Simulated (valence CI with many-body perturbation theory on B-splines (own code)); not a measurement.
Zn XVIII: electric-dipole lines

Computed by valence CI with perturbative core correlation (CI+MBPT): three valence electrons over a frozen Dirac-Fock core [Ne], radial functions for each j: 11 s, 11 p, 9 d, 7 f, 5 g, 2 h, 1 i, with the one-electron correlation potential Σ1, the two-electron term Σ2, the three-electron term Σ3, Breit, model QED; selected CI, second order for the rest (own B-spline code, finite nucleus).

No measured spectrum was set against this ion. As an estimate, levels of excited configurations hold to 0.05 to 0.15 % of their energy, terms of the ground configuration to about 0.5 %.

Lines 151 to 200 of 267 in falling wavelength, among levels below 1446900 cm⁻¹, chosen from the strongest by gf and those to the six lowest levels. Wavelengths and rates use the calculated energies, so an error of 400 cm⁻¹ moves a line at 18.73 nm by 0.075 % and its rate by three times that or more. Electric multipoles are in the length gauge, E1 and E2 with the static RPA response of the core. Weak lines are less certain than strong ones. Lines between different terms over intervals too small for the method are left out, as are lines whose strength nearly cancels. Where a level lies close to another of its J and parity, the split of strength between their lines is uncertain. The highest levels of a list are the least certain.

Names give the largest LS component (configuration and term), which can be under half, so a name can repeat, a term be missing and a line seem to break the LS rules; names also repeat where a configuration has a term twice. Letters in brackets count levels of one name in rising energy.

| λ vac (nm) | Upper | Lower | A (s⁻¹) | log gf | Branch % |
| --- | --- | --- | --- | --- | --- |
| 18.73 | 3s3p3d ⁴F°_3/2 | 3s3p² ⁴P_1/2 | 7.04e+07 | -2.83 | 6.5 |
| 18.70 | 3s3p3d ²D°_3/2 [a] | 3s3p² ²D_3/2 | 3.98e+10 | -0.08 | 82.3 |
| 18.64 | 3s3p3d ²D°_5/2 [a] | 3s3p² ²D_3/2 | 8.50e+09 | -0.58 | 19.6 |
| 18.64 | 3p²3d ²D_3/2 [b] | 3p³ ²P°_3/2 | 7.09e+09 | -0.83 | 18.8 |
| 18.47 | 3p²3d ²F_7/2 [b] | 3s3p3d ⁴P°_5/2 | 2.01e+09 | -1.08 | 2.4 |
| 18.46 | 3s3p3d ²P°_1/2 [a] | 3s3p² ²P_1/2 | 4.26e+10 | -0.36 | 73.1 |
| 18.46 | 3p³ ²P°_3/2 | 3s3p² ⁴P_3/2 | 1.24e+09 | -1.59 | 5.2 |
| 18.28 | 3p²3d ²P_1/2 [b] | 3p³ ²P°_1/2 | 3.54e+10 | -0.45 | 69.4 |
| 18.26 | 3p³ ²P°_1/2 | 3s3p² ⁴P_1/2 | 3.72e+07 | -3.43 | 0.2 |
| 18.24 | 3p²3d ²D_3/2 [b] | 3p³ ²P°_1/2 | 7.18e+09 | -0.84 | 19.0 |
| 18.07 | 3s3p3d ²F°_5/2 [a] | 3s3p² ²D_5/2 | 8.38e+09 | -0.61 | 33.9 |
| 17.94 | 3s3p3d ²P°_1/2 [b] | 3s3p² ²P_3/2 | 1.68e+10 | -0.79 | 18.9 |
| 17.91 | 3s3p3d ⁴P°_5/2 | 3s3p² ⁴P_5/2 | 3.54e+09 | -0.99 | 9.4 |
| 17.87 | 3p³ ²P°_3/2 | 3s3p² ⁴P_1/2 | 8.91e+08 | -1.77 | 3.7 |
| 17.87 | 3p²3d ²P_3/2 [b] | 3p³ ²P°_3/2 | 2.16e+10 | -0.38 | 43.0 |
| 17.83 | 3p²3d ²P_1/2 [a] | 3p³ ²D°_3/2 | 1.86e+10 | -0.75 | 50.5 |
| 17.83 | 3s3p3d ²F°_5/2 [a] | 3s3p² ²D_3/2 | 1.34e+10 | -0.42 | 54.4 |
| 17.82 | 3p²3d ²S_1/2 | 3p³ ²P°_3/2 | 4.10e+10 | -0.41 | 70.6 |
| 17.82 | 3p²3d ⁴P_5/2 | 3p³ ⁴S°_3/2 | 2.97e+10 | -0.07 | 41.0 |
| 17.79 | 3s3p3d ⁴D°_3/2 | 3s3p² ⁴P_5/2 | 7.80e+08 | -1.83 | 1.6 |
| 17.75 | 3s3p3d ²P°_3/2 [a] | 3s3p² ²S_1/2 | 5.76e+10 | 0.04 | 79.3 |
| 17.69 | 3s3p3d ²D°_5/2 [b] | 3s3p² ²P_3/2 | 7.43e+10 | 0.32 | 72.3 |
| 17.68 | 3s3p3d ²P°_3/2 [b] | 3s3p² ²P_3/2 | 4.05e+10 | -0.12 | 44.7 |
| 17.62 | 3p²3d ²D_3/2 [a] | 3p³ ⁴S°_3/2 | 1.03e+10 | -0.72 | 14.2 |
| 17.55 | 3s²3d ²D_3/2 | 3s²3p ²P°_3/2 | 1.20e+10 | -0.66 | 20.2 |
| 17.55 | 3p²3d ⁴P_5/2 | 3p³ ²D°_5/2 | 1.46e+10 | -0.39 | 20.1 |
| 17.50 | 3p²3d ²P_3/2 [b] | 3p³ ²P°_1/2 | 5.56e+09 | -0.99 | 11.0 |
| 17.50 | 3s3p3d ²D°_3/2 [b] | 3s3p² ²P_1/2 | 5.70e+10 | 0.02 | 62.1 |
| 17.40 | 3s²3d ²D_5/2 | 3s²3p ²P°_3/2 | 5.09e+10 | 0.14 | 100.0 |
| 17.34 | 3s3p3d ⁴P°_5/2 | 3s3p² ⁴P_3/2 | 3.16e+10 | -0.07 | 84.1 |
| 17.24 | 3p²3d ⁴P_1/2 | 3p³ ⁴S°_3/2 | 5.19e+10 | -0.33 | 56.4 |
| 17.23 | 3s3p3d ⁴D°_3/2 | 3s3p² ⁴P_3/2 | 8.89e+09 | -0.80 | 18.8 |
| 17.17 | 3s3p3d ²P°_1/2 [a] | 3s3p² ²S_1/2 | 9.65e+09 | -1.07 | 16.6 |
| 17.17 | 3s3p3d ⁴D°_1/2 | 3s3p² ⁴P_3/2 | 1.52e+09 | -1.87 | 2.8 |
| 17.17 | 3p²3d ⁴P_5/2 | 3p³ ²D°_3/2 | 4.89e+09 | -0.89 | 6.7 |
| 17.13 | 3s3p3d ²F°_7/2 [a] | 3s3p² ²D_5/2 | 2.15e+10 | -0.12 | 82.2 |
| 17.09 | 3s3p3d ⁴D°_7/2 | 3s3p² ⁴P_5/2 | 4.97e+10 | 0.24 | 97.5 |
| 17.06 | 3p²3d ⁴P_3/2 | 3p³ ⁴S°_3/2 | 4.23e+10 | -0.13 | 54.3 |
| 17.06 | 3p²3d ²D_5/2 [a] | 3p³ ⁴S°_3/2 | 1.49e+10 | -0.41 | 20.9 |
| 17.05 | 3s3p3d ⁴D°_5/2 | 3s3p² ⁴P_5/2 | 3.48e+10 | -0.04 | 70.7 |
| 17.02 | 3s3p3d ⁴P°_3/2 | 3s3p² ⁴P_5/2 | 1.52e+10 | -0.58 | 36.1 |
| 16.98 | 3p²3d ²D_3/2 [a] | 3p³ ²D°_3/2 | 3.77e+10 | -0.19 | 51.8 |
| 16.81 | 3p²3d ²D_5/2 [a] | 3p³ ²D°_5/2 | 2.06e+10 | -0.28 | 28.9 |
| 16.71 | 3s3p3d ⁴D°_3/2 | 3s3p² ⁴P_1/2 | 3.61e+10 | -0.22 | 76.3 |
| 16.66 | 3s3p3d ⁴D°_1/2 | 3s3p² ⁴P_1/2 | 5.32e+10 | -0.35 | 97.0 |
| 16.62 | 3s3p3d ²D°_3/2 [a] | 3s3p² ⁴P_5/2 | 6.60e+07 | -2.96 | 0.1 |
| 16.58 | 3s3p3d ²D°_5/2 [a] | 3s3p² ⁴P_5/2 | 2.68e+08 | -2.18 | 0.6 |
| 16.53 | 3s3p3d ⁴D°_5/2 | 3s3p² ⁴P_3/2 | 1.35e+10 | -0.48 | 27.5 |
| 16.51 | 3s3p3d ⁴P°_1/2 | 3s3p² ⁴P_3/2 | 3.68e+10 | -0.52 | 99.5 |
| 16.51 | 3s3p3d ⁴P°_3/2 | 3s3p² ⁴P_3/2 | 2.59e+10 | -0.37 | 61.5 |

Task: How does gf follow from A for the line at 16.58 nm?

Result: gf = 1.4992 × (2J+1)_upper × A / σ², with σ = 603266 cm⁻¹ and 2J+1 = 6: gf = 0.00663.
